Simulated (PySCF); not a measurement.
## The second ionisation energy along the 3d series

Calculated with PySCF 2.14 from differences of total energies of unrestricted determinants, without spin-orbit coupling. Values in eV. The last column holds reference values (NIST; (s) semi-empirical, (t) theoretical, else measured). Unmarked ones compare directly (S terms, centres of terms, or small fine structure); those marked * lie between the lowest fine-structure levels and include a spin-orbit shift.

| element | configurations | UHF | PBE | PBE0 | MP2 (valence) | SCS-MP2 (valence) | CCSD (valence) | reference |
| --- | --- | --- | --- | --- | --- | --- | --- | --- |
| Sc (aug-cc-pVDZ, non-relativistic) | [Ar] 3d1 4s1 → [Ar] 3d1 | 12.166 | 13.050 | 12.879 | 12.234 | 12.189 | 12.270 | 12.800 * |
| Ti (aug-cc-pVDZ, non-relativistic) | [Ar] 3d2 4s1 → [Ar] 3d2 | 12.866 | 13.897 | 13.687 | 13.011 | 12.914 | 13.066 | 13.575 * |
| V (aug-cc-pVDZ, non-relativistic) | [Ar] 3d4 → [Ar] 3d3 | 13.313 | 15.404 | n/a | 13.998 | 13.542 | 14.095 | 14.634 ± 0.007 * |
| Cr (aug-cc-pVDZ, non-relativistic) | [Ar] 3d5 → [Ar] 3d4 | 15.186 | 17.220 | 16.906 | 16.111 | 15.494 | 16.143 | 16.486 * |
| Mn (aug-cc-pVDZ, non-relativistic) | [Ar] 3d5 4s1 → [Ar] 3d5 | 14.718 | 16.041 | 15.753 | 15.111 | 14.849 | 15.143 | 15.640 |
| Fe (aug-cc-pVDZ, non-relativistic) | [Ar] 3d6 4s1 → [Ar] 3d6 | 15.146 | 16.574 | 16.272 | 15.685 | 15.459 | 15.714 | 16.199 * |
| Co (aug-cc-pVDZ, non-relativistic) | [Ar] 3d8 → [Ar] 3d7 | 14.397 | 17.817 | 17.209 | 16.908 | 16.771 | 16.467 | 17.084 * |
| Ni (aug-cc-pVDZ, non-relativistic) | [Ar] 3d9 → [Ar] 3d8 | 15.263 | 18.875 | 18.225 | 18.352 | 18.042 | 17.648 | 18.169 * |
| Cu (aug-cc-pVDZ-PP with ECP10MDF, ECP) | [Ar] 3d10 → [Ar] 3d9 | 17.176 | 20.752 | 20.112 | 20.733 | 20.300 | 19.736 | 20.292 * |
| Zn (aug-cc-pVDZ-PP with ECP10MDF, ECP) | [Ar] 3d10 4s1 → [Ar] 3d10 | 16.801 | 18.555 | 18.185 | 17.678 | 17.534 | 17.578 | 17.964 |

"Valence" correlates the outer s and p shells and, in groups 3 to 12 and the f block, the outer d or f shell, open or full, or the next shell where the ion has no valence electron left; the wider scheme adds the next inner shell.
